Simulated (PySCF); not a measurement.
Problem. Write Cartesian coordinates for TMS, `C[Si](C)(C)C` as optimised with GFN2-xTB.

Solution. 
```
atom  x, y, z in Å
C1    -0.4066   -1.2134   -1.4194
Si2   -0.0012   -0.0007   -0.0018
C3     0.0081    1.7855   -0.6754
C4    -1.3198   -0.1549    1.3703
C5     1.7161   -0.4155    0.7216
H6    -1.3797   -1.0036   -1.8532
H7    -0.4187   -2.2416   -1.0702
H8     0.3270   -1.1480   -2.2173
H9     0.2425    2.5019    0.1064
H10   -0.9581    2.0579   -1.0892
H11    0.7465    1.9077   -1.4621
H12   -2.3121    0.0753    0.9941
H13   -1.3509   -1.1605    1.7791
H14   -1.1170    0.5258    2.1917
H15    1.7463   -1.4264    1.1171
H16    2.4931   -0.3368   -0.0328
H17    1.9775    0.2592    1.5312
```

Orientation and origin are arbitrary. Atoms count from 1 in this order. Si2 (four-coordinate silicon) is tetrahedral (angles from 109.4° to 109.6°). All 4 C–Si bonds measure 1.909 Å.

Bonds between heavy atoms (Å): C1–Si2 1.909, Si2–C3 1.909, Si2–C4 1.909, Si2–C5 1.909.

Structure optimised with GFN2-xTB, isolated species.

Point group: Td (every atom within 0.08 Å of its image). No frequency check.

These are computed values.
